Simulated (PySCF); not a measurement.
# Broadened absorption spectrum of SiEt2(vinyl)2

SiEt2(vinyl)2, C8H16Si.
InChI=1S/C8H16Si/c1-5-9(6-2,7-3)8-4/h5-6H,1-2,7-8H2,3-4H3

Theory: TDDFT B3LYP/def2-SVPD, vertical, gas phase, core orbitals frozen in the response (PySCF). Isolated species at its PBE0-D3(BJ)/def2-SVP geometry (one conformer only).

Broadening: Gaussians 0.25 eV wide at half height, area fixed by f = 4.319×10⁻⁹ ∫ε dν̃. The width is an assumption, not a result. The curve ends short of the highest state used, and states not computed would add to its high-energy end.

(E (eV), ε (L mol⁻¹ cm⁻¹)): (5.33, 2), (5.39, 14), (5.44, 51), (5.49, 150), (5.54, 354), (5.60, 751), (5.65, 1145), (5.70, 1523), (5.76, 2011), (5.81, 2591), (5.86, 3302), (5.92, 3925), (5.97, 3981), (6.02, 3792), (6.07, 3758), (6.13, 4051), (6.18, 4163), (6.23, 3804), (6.29, 3115), (6.34, 3288), (6.39, 5130), (6.45, 9971), (6.50, 15094), (6.55, 18997)

Question: Locate the maxima and give the states behind the curve.

Answer: 208 nm (5.95 eV), ε about 4000, made up of S2 (89%); 201 nm (6.17 eV), ε about 4200, made up of S3 (58%) and S4 (34%) (ε in L mol⁻¹ cm⁻¹; maxima over ε = 5, shares over 10%). At its high-energy end, 6.55 eV, the curve is still rising (ε about 19000, from S5, S6 and S7). The states used: S1 5.71 eV (f 0.011); S2 5.93 eV (f 0.034); S3 6.17 eV (f 0.022); S4 6.21 eV (f 0.014); S5 6.53 eV (f 0.039); S6 6.57 eV (f 0.053); S7 6.60 eV (f 0.073); S8 6.61 eV (f 0.016); S9 6.73 eV (f 0.027); S10 7.15 eV (f 0.063).

Question: On this curve, what absorbance would a 10⁻⁵ mol/L sample give at 193 nm over a 1 cm path?

Answer: 193 nm is 6.424 eV, where ε is about 7600 L mol⁻¹ cm⁻¹, so A = ε c l ≈ 0.076 (Beer–Lambert, with the gas-phase spectrum and the assumed width).

Question: Coming from long wavelengths, where does ε first pass 100 L mol⁻¹ cm⁻¹?

Answer: At about 227 nm (5.47 eV), 0.24 eV below S1.

Question: What would ε be at 6.17 eV, the highest of these maxima, with half the width (0.125 eV)?

Answer: About 7110 L mol⁻¹ cm⁻¹ against 4170, a factor of about 1.7; a lone state at its own centre would give exactly 2.
